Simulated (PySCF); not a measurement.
Nuclear quadrupole coupling in `CC#[N+][AlH2-][F]`

C2H5AlFN.
Structure used (PBE0-D3(BJ)/def2-SVP), in Å, numbered top down from 1:
```
atom  x, y, z in Å
C1    -2.3515   -0.1320   -0.0863
C2    -0.9106   -0.1783    0.0140
N3     0.2367   -0.2183    0.0959
Al4    2.2763   -0.2968    0.2367
F5     2.4013   -1.7989    0.9945
H6    -2.6991    0.9035    0.0387
H7    -2.7953   -0.7601    0.6994
H8    -2.6681   -0.5053   -1.0707
H9     2.5312    0.9697    1.1722
H10    2.6546   -0.2674   -1.3126
```

Field gradients from the PBE0/pcSseg-1 density (PySCF, non-relativistic), principal values in atomic units, ordered |Vxx| ≤ |Vyy| ≤ |Vzz|:

```tsv
atom	Vxx	Vyy	Vzz
N3	0.2910	0.3014	-0.5925
Al4	-0.2200	-0.6433	0.8633
```

Question: Find the asymmetry η = (Vxx − Vyy)/Vzz and the couplings χ = eQV/h (234.96 MHz × Q in barn × V in au), with Q(14N) = 0.02044 b, Q(27Al) = 0.1466 b.

Answer: 
```json
{"atom": "N3", "environment": "nitrogen bonded to Al and C", "nucleus": "14N", "η": "0.02", "χzz (MHz)": "-2.846", "χxx (MHz)": "1.398", "χyy (MHz)": "1.448"}
{"atom": "Al4", "environment": "aluminium bonded to F, N and 2 H", "nucleus": "27Al", "η": "0.49", "χzz (MHz)": "29.74", "χxx (MHz)": "-7.58", "χyy (MHz)": "-22.16"}
```

The gradient is axial or nearly so (η below 0.05) at N3. 

Question: What is Vzz at Al4 in SI units (1 au = 9.71736 × 10²¹ V/m²)?

Answer: 0.8633 au = 8.389 × 10²¹ V/m².

Question: And the gradient at the other heavy atoms, for which no coupling is worked out here?

Answer: 
```csv
atom,environment,Vzz (au),η
C1,methyl carbon,0.231,0.01
C2,triply bonded carbon,-0.445,0.06
F5,fluorine bonded to Al,0.734,0.14
```

Were the hydrogens deuterons (Q(2H) = 0.00286 b), χzz would run from 72 kHz (H10 and H9) to 191 kHz (H6, H8 and H7).

Isolated species at its PBE0-D3(BJ)/def2-SVP geometry, gas phase. With a basis this small, the couplings can be 20 % off.

These values come from a run that also computed NMR shieldings. The run took 7.6 s wall on an Arm Neoverse V1 with one thread, shared host.
